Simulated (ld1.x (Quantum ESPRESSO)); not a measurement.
# u(r) = r·R(r): atom against pseudo-atom (rhodium (Rh))

Columns: radius, all-electron u(r) and pseudo u(r) of the 4d shell (level -5.94 eV) of rhodium in the configuration [Kr] 4d8 5s1 5p0; PBE, scalar-relativistic, TM scheme, ld1.x (Quantum ESPRESSO) 7.5.

| r (bohr) | all-electron | pseudo |
| --- | --- | --- |
| 0.150 | 0.3135 | -0.0106 |
| 0.300 | 0.3628 | -0.0773 |
| 0.450 | 0.0368 | -0.2233 |
| 0.600 | -0.3299 | -0.4245 |
| 0.750 | -0.6019 | -0.6249 |
| 0.900 | -0.7614 | -0.7719 |
| 1.050 | -0.8299 | -0.8434 |
| 1.200 | -0.8375 | -0.8496 |
| 1.350 | -0.8088 | -0.8153 |
| 1.500 | -0.7607 | -0.7626 |
| 1.650 | -0.7038 | -0.7040 |
| 1.800 | -0.6446 | -0.6446 |
| 1.950 | -0.5866 | -0.5866 |
| 2.100 | -0.5315 | -0.5315 |
| 2.250 | -0.4804 | -0.4804 |
| 2.400 | -0.4334 | -0.4334 |
| 2.550 | -0.3907 | -0.3907 |
| 2.700 | -0.3519 | -0.3519 |
| 2.850 | -0.3169 | -0.3169 |
| 3.000 | -0.2853 | -0.2853 |
| 3.150 | -0.2569 | -0.2569 |
| 3.300 | -0.2313 | -0.2313 |
| 3.450 | -0.2082 | -0.2082 |
| 3.600 | -0.1875 | -0.1875 |
| 3.750 | -0.1688 | -0.1688 |
| 3.900 | -0.1521 | -0.1521 |

How many radial nodes do the two functions have?

The all-electron 4d function has n − l − 1 = 1; the pseudo-wave has 0, since the states of the same l below it are removed with the core.

At about which radius was the pseudo-wave matched?

1.85 bohr. The columns agree to 0.0005 from 1.65 bohr on; several derivatives are matched, so the curves merge somewhat inside the radius.

Where does each function peak?

Outermost all-electron maximum near 1.20 bohr, pseudo maximum near 1.20 bohr (to the table’s step).

Is the pseudo-wave norm-conserving?

Yes: the TM scheme keeps the norm inside the radius equal to the all-electron one, which fixes the energy derivative of the logarithmic derivative at the level.
